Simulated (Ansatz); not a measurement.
Geometry optimisation, Ansatz, RKS PBE/def2-SVP.

The input (input.yaml):

```yaml
crystal:
  periodic: [false, false, false]
  atoms:
    - { symbol: W, position_ang: [0.0, 0.0, 0.0] }
    - { symbol: F, position_ang: [0.0, 0.0, 2.2] }
    - { symbol: H, position_ang: [1.72, 0.0, 0.0] }
    - { symbol: H, position_ang: [0.0, 1.72, 0.0] }
    - { symbol: F, position_ang: [-1.85, 0.0, 0.0] }
    - { symbol: H, position_ang: [0.0, -1.72, 0.0] }
    - { symbol: Cl, position_ang: [0.0, 0.0, -2.39] }
    - { symbol: Cl, position_ang: [1.7678, 1.8416, 0.8482] }
    - { symbol: H, position_ang: [0.8742, 0.9107, 2.0396] }
basis:
  gaussian: { orbitals: def2-SVP }
hamiltonian:
  xc: pbe
relax:
  f_tol: 0.15
  max_steps: 25
  restrain:
    - { distance: [0, 7], at: 2.39, k: 30.0 }
    - { distance: [8, 1], at: 0.92, k: 30.0 }
    - { distance: [0, 1], at: 3.05, k: 30.0 }
    - { distance: [8, 7], at: 2.57, k: 30.0 }
output:
  orbitals: {}
```

Command:

```bash
$ ansatz run input.yaml --threads 2 --pin off --max-ram 3072MiB --backend cpu --events-out ev --progress --plain --runs-dir out
```

Q: Where does it end, and by what steps?

A: The forces met the threshold. The restraints hold the end off the free minimum; the threshold counts their pulls, which the force column leaves out. Restrained pairs: W1–Cl8 (2.69 → 2.39 Å), F2–H9 (1.27 → 0.93 Å), W1–F2 (2.20 → 3.04 Å), Cl8–H9 (1.76 → 2.57 Å). After 8 steps the energy has fallen by 4.666 eV (the restraints' own energy left out); H4 moved furthest, 0.83 Å.

| step | energy less start (eV) | largest force component (eV/Å) | accepted |
| --- | --- | --- | --- |
| 0 | 0.0000 | 2.653 | yes |
| 1 | -0.8445 | 5.336 | yes |
| 2 | -2.0064 | 2.573 | yes |
| 3 | -3.4019 | 1.807 | yes |
| 4 | -4.1809 | 0.602 | yes |
| 5 | -4.4703 | 0.753 | yes |
| 6 | -4.5940 | 0.620 | yes |
| 7 | -4.6471 | 0.368 | yes |
| 8 | -4.6662 | 0.530 | yes |

```xyz
9
Properties=species:S:1:pos:R:3
W 0.101 0.221 -0.403
F 0.304 0.241 2.627
H 1.414 -0.571 0.295
H -0.625 1.459 0.478
F -1.769 -0.173 -0.391
H -0.035 -1.377 0.100
Cl 0.354 0.289 -2.621
Cl 1.793 1.803 0.184
H 0.975 0.860 2.429
```

The run took 37 s on 2 threads of Intel(R) Xeon(R) Platinum 8259CL CPU @ 2.50GHz (Skylake/Cascade Lake) (shared host), peak memory 0.19 GiB.
